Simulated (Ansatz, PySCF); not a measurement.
BiF₃, SMILES [F][Bi]([F])[F].

Geometry: PBE-D3(BJ)/def2-SVP. The isomer is the one that the SMILES or the coordinates give; other isomers of the formula were not compared. The def2 effective core potentials stand for the cores of Bi; spin–orbit coupling is left out.

Vertical ionisation energy (IE) and electron affinity (EA) in eV. Rows of orbital energies are one-electron estimates. Where ΔSCF, EOM or ADC give a negative EA the extra electron is unbound and the value depends on the basis.

| level | IE | EA |
|---|---|---|
| −ε(HOMO), −ε(LUMO), CAM-B3LYP/def2-TZVPD (PySCF) | 11.67 | 1.28 |
| −ε(HOMO), −ε(LUMO), PBE/def2-TZVPD (PySCF) | 8.72 | 2.82 |
| ΔSCF, ωB97X-V/def2-SVPD (Ansatz), final states of multiplicity 2 and 2 | 12.82 | 0.18 |
| ΔSCF, PBE/def2-SVPD (Ansatz), final states of multiplicity 2 and 2 | 12.12 | 0.16 |

Problem. What vertical singlet–triplet gap does ΔSCF give with ωB97X-V/def2-SVPD (Ansatz, a program for electronic structure) and with PBE/def2-SVPD (Ansatz)? (An estimate is asked for; the answer gives what the named calculation found.)

Solution. 6.18 and 5.67 eV (triplet above singlet where positive).
